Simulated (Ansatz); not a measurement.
Cost and result up the ladder for the cluster Cd4S5 (9 atoms). The state is a singlet with charge 0. Geometry: PBE-D4/def2-SVP.

```xyz
9

Cd   -1.267   -1.191   -0.854
Cd   -0.615    1.998   -0.900
Cd   -0.204    0.540    1.827
Cd    1.829    0.090   -0.563
S     1.201   -1.616    1.326
S    -0.148   -2.999    0.439
S     0.205    0.160   -2.520
S     1.371    2.288    0.735
S    -2.372    0.731    0.509
```

Ansatz on 4 threads of Intel Xeon on a shared host. Times are rough, and most runs start from the orbitals of an earlier one. PBE0-D4/def2-TZVP serves as the yardstick here, not as an exact answer. Differences are given only for rows in sets of like size (and for xTB, whose basis is part of the method), since another set adds its own error. Binding counts from free atoms at the same level (Cd singlet, S triplet; other spins of the atoms weren't run), without zero-point energy or a counterpoise term.

In the def2 sets Cd takes a core potential; there is no spin–orbit coupling. Correlated methods freeze 25 core orbitals; core or outer-core shells of Cd are correlated, in sets that lack core-valence functions. The rows differ in basis, and correlated rows in double-zeta sets carry the largest basis error. The structure comes from a short search, and lower isomers may exist.

Correlated methods converge slowly with the basis, most of all in double-zeta sets.

```json
{"level": "PBE-D4/def2-SVP", "functions": "214", "wall time": "8.5 s"}
{"level": "revPBE-D4/def2-TZVP", "functions": "345", "wall time": "13 s"}
{"level": "PBE0-D4/def2-SVP", "functions": "214", "wall time": "17 s"}
{"level": "PBE-D4/def2-TZVP (with forces)", "functions": "345", "wall time": "18 s"}
{"level": "MP2/def2-SVP", "functions": "214", "wall time": "18 s"}
{"level": "RPA@PBE/def2-SVP", "functions": "214", "wall time": "24 s"}
{"level": "r2SCAN-D4/def2-TZVP", "functions": "345", "wall time": "34 s"}
{"level": "PBE0-D4/def2-TZVP", "functions": "345", "wall time": "40 s"}
{"level": "BHLYP-D4/def2-TZVP", "functions": "345", "wall time": "40 s"}
{"level": "B2PLYP/def2-TZVP", "functions": "345", "wall time": "62 s"}
```

(1) Estimate what each level gives for the binding energy per atom (eV).

## Answers

(1) 
```
                         level  binding energy per atom (eV)  difference from PBE0-D4/def2-TZVP (eV)
               PBE-D4/def2-SVP                          2.15                                       –
           revPBE-D4/def2-TZVP                          2.02                                   -0.07
              PBE0-D4/def2-SVP                          2.10                                       –
PBE-D4/def2-TZVP (with forces)                          2.12                                    0.03
                  MP2/def2-SVP                          1.88                                       –
              RPA@PBE/def2-SVP                          1.64                                       –
           r2SCAN-D4/def2-TZVP                          2.12                                    0.04
             PBE0-D4/def2-TZVP                          2.09                                    0.00
            BHLYP-D4/def2-TZVP                          1.87                                   -0.21
              B2PLYP/def2-TZVP                          1.85                                   -0.24
```
